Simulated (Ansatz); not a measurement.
CCl$_{3}$NSi, SMILES `N#C[Si](Cl)(Cl)Cl`, relaxed with RKS PBE0-D4/def2-TZVP in Ansatz 0.2.0 from a PBE-D4/def2-SVP geometry. The force threshold is 0.005 eV/Å; the program also tests the step.

Total charge 0; spin multiplicity 1.

Start:

```xyz
6

N    -0.647    2.127   -1.201
C    -0.349    1.142   -0.637
Si    0.127   -0.415    0.235
Cl    1.839   -1.130   -0.628
Cl   -1.407   -1.754    0.023
Cl    0.438    0.029    2.208
```

```tsv
step	energy (eV)	largest force (eV/Å)	largest move (Å)
1	-47960.3532	1.875	0.000
2	-47960.4169	0.147	0.039
3	-47960.4184	0.053	0.010
4 (rejected)	-47960.4184	0.074	0.006
5	-47960.4185	0.006	0.003
6	-47960.4186	0.000	0.003
```

End:

```xyz
6

N    -0.640    2.101   -1.180
C    -0.344    1.131   -0.635
Si    0.126   -0.414    0.232
Cl    1.812   -1.117   -0.616
Cl   -1.384   -1.730    0.025
Cl    0.431    0.029    2.174
```

Hardware: 4 threads of an Intel Xeon 6975P-C on a shared host. Wall time 21 s, peak host memory 0.71 GiB.
